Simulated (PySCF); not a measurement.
# Potential energy of GaBr⁺ along the bond

Set-up: basis Ga def2-TZVPPD, Br def2-TZVPPD; no relativity; PySCF 2.14. Energies in eV from Ga⁺ + Br in their ground configurations at the same level. State: ²Σ⁺ (doublet), unpaired electrons σ ↑.

```csv
R (Å),r²SCAN0
1.944,-0.175
2.034,-0.704
2.124,-0.959
2.192,-1.028
2.260,-1.023
2.328,-0.970
2.418,-0.854
2.531,-0.683
2.667,-0.490
2.848,-0.293
```

**Question.** Put a parabola through the three lowest points of the r²SCAN0 curve and estimate Re, k and ωe (reduced mass 36.79 u; 1 eV/Å² = 0.16022 mdyn/Å; ωe = 1302.8·√(k/μ) cm⁻¹).

**Answer.** Through R = 2.124, 2.192, 2.26 Å the second-order coefficient is 8.00 eV/Å², so Re ≈ 2.221 Å, k ≈ 2.56 mdyn/Å and ωe ≈ 344 cm⁻¹. A polynomial fit of higher order to the unrounded r²SCAN0 energies gives Re = 2.220 Å, k = 2.15 mdyn/Å, ωe = 315 cm⁻¹; anharmonicity and rounding make the difference.

The higher-order fit for each curve: r²SCAN0: Re = 2.220 Å, ωe = 315 cm⁻¹, De = 1.03 eV.

Spin–orbit coupling is left out. For an ion De counts to the pair picked by the measured ionisation energies or electron affinities, which need not be the lowest pair at this level. The state is the lowest determinant that a PBE0 search found; another state may lie lower at other levels.
